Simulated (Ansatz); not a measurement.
Species: CBr₂ (charge 0, singlet). 
Geometry from a B3LYP-D3(BJ)/def2-TZVP (Ansatz, an electronic-structure program) optimisation:
SMILES: Br[C]Br
```xyz
3

C      0.0657    -0.0511     0.9940
Br     0.8365     1.3172    -0.0734
Br    -0.8477    -1.3085    -0.0970
```
Charge 0, spin multiplicity 1.

Parts of the frozen-core correlation energy in STO-3G (Ansatz, hartree). Frozen orbitals: 29; correlated occupied orbitals by spin: 9 and 9; virtual: 3 and 3. No spin-orbit coupling. Non-relativistic. The restricted reference is unstable.

```tsv
term	value
reference (HF)	-5126.61201
MP2 opposite-spin	-0.05714
MP2 same-spin	-0.01339
CCSD correlation	-0.09068
(T)	-0.00454
FCI minus CCSD(T)	-0.00135
T1 diagnostic	0.023
largest doubles amplitude	0.093
```
